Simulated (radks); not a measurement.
Results of a calculation; reference values are marked as such.
Hg2+, configuration [Xe] 4f14 5d9 6p1 (not the ground configuration). Level of theory: Dirac Kohn-Sham, LDA (Slater exchange, Perdew-Wang correlation), spin-unpolarised, spherical densities, finite nucleus; open shells fill j = l - 1/2 first; Fermi nuclear charge, rms radius 5.4648 fm (a radial shooting solver on a logarithmic mesh with Libxc functionals).

Radial electron density D(r) = 4 pi r^2 rho(r):

r (bohr)   D(r) (e/bohr)
0.0008536          8.902
0.001157           13.93
0.00158            21.63
0.002142           32.41
0.002903           47.02
0.003934           65.33
0.005332           85.70
0.007284           104.6
0.009872           115.4
0.01338            114.5
0.01813            105.9
0.02457            104.3
0.0333             122.2
0.0455             146.5
0.06166            142.2
0.08357            119.4
0.1133             127.7
0.1535             137.4
0.2097             94.84
0.2842             79.79
0.3852             91.09
0.522              58.65
0.7075             29.23
0.9665             21.21
1.31               12.75
1.775              5.204
2.406              1.689
3.261             0.4652
4.455            0.08193
6.037           0.006312
8.182          0.0001298

D(r) has 4 maxima, at r = 0.0112, 0.0513, 0.142, 0.367 bohr, and minima at 0.0220, 0.0913, 0.260 bohr, inside which lie 2.03, 11.06, 30.03 electrons.
